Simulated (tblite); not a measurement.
Record of a relaxation.

Species: C3H10N2OSi2.
SMILES with atom numbers: `[H]/[N:1]=[CH:2]\[CH2:3][C:4](=[O:5])[Si@@H:6]([NH2:7])[SiH3:8]` (hydrogens: H9 on N1; H10 on C2; H11, H12 on C3; H13 on Si6; H14, H15 on N7; H16, H17, H18 on Si8)

Computed with GFN2-xTB (tblite), gas phase: L-BFGS steps from a force-field or distance-geometry start until the largest atomic force falls under 0.01 eV/Å. 6 of its 156 geometries are shown.

Step 0: E = -675.4751 eV, largest atomic force 2.519 eV/Å
```
atom  x, y, z in Å  |  force x, y, z in eV/Å
N1      2.991    0.955    0.305   -0.958  -2.127  -0.951
C2      2.531   -0.146   -0.193    1.385   1.548   1.309
C3      1.370   -0.229   -1.108    0.027   0.213  -0.571
C4      0.226   -0.994   -0.515   -0.245  -1.923   0.402
O5      0.312   -2.169   -0.129    0.265   1.535  -0.500
Si6    -1.462   -0.165   -0.279    0.056   1.576   0.160
N7     -2.720   -1.289    0.015    0.388  -0.984  -0.070
Si8    -1.148    1.396    1.433   -0.143  -0.194   0.171
H9      2.460    1.771   -0.019    0.222  -0.089   0.140
H10     3.022   -1.101    0.096   -0.368   0.823  -0.166
H11     1.043    0.780   -1.402   -0.049  -0.177   0.136
H12     1.672   -0.751   -2.020    0.053  -0.155  -0.001
H13    -1.845    0.537   -1.519    0.121  -0.165  -0.070
H14    -2.828   -1.881   -0.809   -0.395   0.032   0.202
H15    -2.409   -1.929    0.747   -0.451   0.082   0.007
H16    -0.816    0.714    2.720   -0.069   0.350  -0.381
H17    -0.032    2.294    1.042   -0.270  -0.145   0.200
H18    -2.377    2.214    1.623    0.434  -0.201  -0.016
```

Step 31: E = -675.7858 eV, largest atomic force 0.086 eV/Å
```
atom  x, y, z in Å  |  force x, y, z in eV/Å
N1      2.957    0.926    0.352    0.018   0.013   0.026
C2      2.517   -0.106   -0.202    0.004   0.018  -0.006
C3      1.418   -0.214   -1.219   -0.016  -0.035   0.030
C4      0.289   -1.020   -0.583   -0.061   0.009  -0.060
O5      0.459   -2.162   -0.216    0.044   0.029  -0.037
Si6    -1.409   -0.148   -0.284   -0.012  -0.017  -0.039
N7     -2.669   -1.274    0.045   -0.018   0.002  -0.008
Si8    -1.173    1.352    1.451    0.000  -0.001   0.008
H9      2.537    1.806    0.053   -0.011  -0.037  -0.016
H10     2.945   -1.055    0.112   -0.013   0.053  -0.030
H11     1.063    0.770   -1.537    0.006  -0.058   0.042
H12     1.787   -0.773   -2.081    0.014  -0.017   0.026
H13    -1.774    0.403   -1.600    0.024   0.005   0.000
H14    -3.005   -1.847   -0.714   -0.004  -0.037   0.029
H15    -2.625   -1.831    0.885    0.004   0.028  -0.016
H16    -0.847    0.728    2.732    0.014  -0.024   0.040
H17    -0.099    2.299    1.147    0.053   0.052   0.006
H18    -2.381    2.151    1.648   -0.046   0.018   0.006
```

Step 62: E = -675.7989 eV, largest atomic force 0.040 eV/Å
```
atom  x, y, z in Å  |  force x, y, z in eV/Å
N1      2.862    0.964    0.380   -0.010  -0.007  -0.004
C2      2.487   -0.091   -0.180   -0.004   0.005  -0.007
C3      1.440   -0.249   -1.244   -0.011   0.001  -0.006
C4      0.287   -1.055   -0.655   -0.007   0.023  -0.006
O5      0.424   -2.226   -0.381   -0.017   0.007   0.017
Si6    -1.376   -0.131   -0.302    0.027  -0.028   0.007
N7     -2.659   -1.226    0.037   -0.006   0.009  -0.014
Si8    -1.149    1.343    1.462    0.019   0.023   0.024
H9      2.415    1.818    0.051   -0.005   0.001   0.011
H10     2.947   -1.016    0.154   -0.013   0.006  -0.001
H11     1.083    0.721   -1.596    0.016   0.000  -0.008
H12     1.867   -0.821   -2.070    0.005   0.002   0.009
H13    -1.728    0.420   -1.621    0.010   0.029  -0.016
H14    -2.869   -1.950   -0.633   -0.002  -0.017   0.000
H15    -2.750   -1.603    0.967   -0.010  -0.015   0.025
H16    -0.817    0.670    2.721    0.005   0.008  -0.008
H17    -0.094    2.330    1.208   -0.006  -0.018  -0.006
H18    -2.378    2.108    1.692    0.010  -0.027  -0.017
```

Step 93: E = -675.8083 eV, largest atomic force 0.198 eV/Å
```
atom  x, y, z in Å  |  force x, y, z in eV/Å
N1      2.585    1.004    0.456    0.001   0.010  -0.005
C2      2.361   -0.073   -0.142    0.012   0.004  -0.002
C3      1.450   -0.317   -1.310    0.006  -0.007  -0.004
C4      0.254   -1.079   -0.754    0.023  -0.032   0.012
O5      0.316   -2.269   -0.534   -0.004   0.072  -0.032
Si6    -1.329   -0.076   -0.313    0.015  -0.003   0.018
N7     -2.560   -1.240   -0.027   -0.093   0.061   0.164
Si8    -1.026    1.332    1.496   -0.023  -0.013   0.000
H9      2.104    1.821    0.081    0.008   0.007  -0.007
H10     2.859   -0.958    0.244   -0.002  -0.007  -0.006
H11     1.121    0.620   -1.764    0.013   0.006   0.032
H12     1.974   -0.934   -2.041   -0.034  -0.031   0.005
H13    -1.659    0.594   -1.589    0.011  -0.001   0.004
H14    -2.454   -2.162   -0.417    0.008  -0.069   0.006
H15    -3.048   -1.286    0.856    0.067   0.008  -0.171
H16    -0.607    0.638    2.716    0.014   0.008  -0.022
H17    -0.054    2.395    1.232   -0.020  -0.013  -0.002
H18    -2.298    1.998    1.797   -0.002  -0.001   0.010
```

Step 124: E = -675.8397 eV, largest atomic force 0.024 eV/Å
```
atom  x, y, z in Å  |  force x, y, z in eV/Å
N1      2.467    1.029    0.459    0.007  -0.010  -0.004
C2      2.312   -0.068   -0.127   -0.010  -0.004   0.020
C3      1.448   -0.372   -1.315   -0.010   0.007   0.010
C4      0.230   -1.099   -0.764   -0.002  -0.002  -0.001
O5      0.250   -2.292   -0.569    0.007  -0.008   0.021
Si6    -1.301   -0.043   -0.293    0.001   0.001  -0.011
N7     -2.492   -1.262   -0.113   -0.010   0.000  -0.017
Si8    -0.952    1.322    1.546   -0.001   0.010   0.006
H9      1.965    1.819    0.054    0.012  -0.005  -0.016
H10     2.830   -0.923    0.295    0.024  -0.002   0.000
H11     1.139    0.543   -1.821    0.008   0.012  -0.004
H12     1.989   -1.031   -1.996   -0.018   0.006   0.007
H13    -1.602    0.712   -1.528   -0.006  -0.001  -0.012
H14    -2.212   -2.229   -0.068   -0.001   0.021  -0.006
H15    -3.378   -1.105    0.333   -0.001  -0.018   0.015
H16    -0.218    0.698    2.648    0.003   0.001  -0.022
H17    -0.236    2.545    1.170   -0.010   0.006   0.014
H18    -2.248    1.762    2.078    0.008  -0.016   0.002
```

Step 155: E = -675.8464 eV, largest atomic force 0.010 eV/Å
```
atom  x, y, z in Å  |  force x, y, z in eV/Å
N1      2.571    1.015    0.434   -0.005   0.001   0.007
C2      2.352   -0.082   -0.131   -0.002   0.001  -0.004
C3      1.434   -0.361   -1.284    0.000  -0.003  -0.003
C4      0.226   -1.081   -0.705   -0.002   0.002   0.003
O5      0.274   -2.256   -0.420    0.002  -0.008  -0.002
Si6    -1.336   -0.035   -0.321   -0.005   0.006   0.006
N7     -2.530   -1.259   -0.174    0.002   0.000  -0.004
Si8    -0.981    1.318    1.527    0.005   0.002   0.004
H9      2.083    1.817    0.037    0.001   0.001   0.000
H10     2.857   -0.952    0.279   -0.003   0.002  -0.002
H11     1.124    0.564   -1.772    0.002  -0.002   0.004
H12     1.938   -1.022   -1.991    0.004  -0.002   0.000
H13    -1.614    0.698   -1.572   -0.002   0.001  -0.003
H14    -2.224   -2.213   -0.058   -0.005  -0.002  -0.006
H15    -3.414   -1.102    0.276    0.002  -0.002   0.003
H16    -0.143    0.704    2.559    0.006   0.006  -0.003
H17    -0.360    2.591    1.151   -0.001   0.002  -0.001
H18    -2.265    1.659    2.153   -0.002  -0.003   0.001
```

**Question.** Summarise the path.

**Answer.** The energy falls by 0.3713 eV from step 0 to step 155; nine tenths of that is first reached at step 95. It rises by more than 0.2 meV at steps 87, 90, 97, 100, 103, 106 and 109. The largest force goes from 2.519 to 0.010 eV/Å. Among the bonds N1=C2 changes most, from 1.293 to 1.252 Å; the atoms move by 0.550 Å rms after alignment.

What follows is the cost of the whole relaxation. Hardware: one thread, Arm Neoverse N1 (aarch64), shared host with 64 logical CPUs at a one-minute load of 60. Cost: 2.2 s of wall time.
